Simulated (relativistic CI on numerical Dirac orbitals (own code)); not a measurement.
## Sb²⁺: what numerical and physical settings do to a radial Dirac CI calculation

Reference input:

```
atom Sb  Z=51  charge=2  electrons=49
nucleus A=121  rms_radius_fm=4.6802
hamiltonian dirac-coulomb  breit=on  qed=on  c_scale=1
orbitals kli  potential=per-configuration
slater_scale 1
correlation none
mixing on
grid step=0.0125 r_max=67.1
scf mixing=0.4 start=green max_iterations=150 tolerance=2e-08 node_fill=0.05
configurations
  [Kr] 4d10 5s2 5p
end
```

Computed lowest total energy -6471.77910 Ha, first excitation 6574.4 cm⁻¹, 11 SCF steps. Runs with settings changed; * marks those that are bad on purpose:

| Changed | Outcome | Lowest level | ΔE (Ha) | First excitation (cm⁻¹) | SCF steps | Message |
| --- | --- | --- | --- | --- | --- | --- |
| iteration limit 20, start potential thomas-fermi, nuclear radius 6.0843 fm | converged | 5p 2P°_1/2 | 0.112 | 6574.3 | 10 |  |
| QED terms off, start potential bare, iteration limit 30 | converged | 5p 2P°_1/2 | -3.16 | 6563.3 | 16 |  |
| grid step 0.02, node fill of the KLI weights 0, iteration limit 20 | converged | 5p 2P°_1/2 | 0.00458 | 6523.7 | 11 |  |
| SCF mixing 0.9, QED terms off | converged | 5p 2P°_1/2 | -3.16 | 6563.3 | 10 |  |
| charge 3 * | refused |  |  |  | 0 | configuration [Kr] 4d10 5s2 5p has 49 electrons, the ion has 48 |
| nuclear radius 4680.2 fm * | converged | 5p 2P°_1/2 | 2640 | 482.3 | 11 |  |

With so few configurations and no correlation, terms lie too far apart (by 10 to 50 % near neutrality), their order can be wrong, and levels of other configurations are missing.
